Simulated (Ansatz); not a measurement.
Molecule: ScBr2, charge 1, multiplicity 1. The spin state was set by rule; other spins were not relaxed. 
Structure (B3LYP-D3(BJ)/def2-TZVP (Ansatz, a quantum-chemistry and plane-wave program) minimum search):
```xyz
3

Sc     0.9094     0.2755     0.2100
Br    -0.4510     1.4499    -1.3018
Br    -0.0946    -1.6152     1.1758
```
Charge +1, spin multiplicity 1.

Basis-set convergence of Hartree-Fock and CCSD correlation energies (hartree) with Ansatz. Valence correlation only, unless marked. Spin-orbit coupling is left out. Frozen are the shells of the preceding noble gas and the d and f shells that filled before the atom's block. No relativistic terms.

```json
[
 {"basis": "def2-SVP", "functions": "95", "E(HF)": "-5903.76645", "E(corr, CCSD)": "-0.30729"},
 {"basis": "def2-TZVPP", "functions": "160", "E(HF)": "?", "E(corr, CCSD)": "?"}
]
```

### Question
Fill in the missing entries.

### Answer

- def2-TZVPP, E(HF): -5904.50278
- def2-TZVPP, E(corr, CCSD): -0.39903
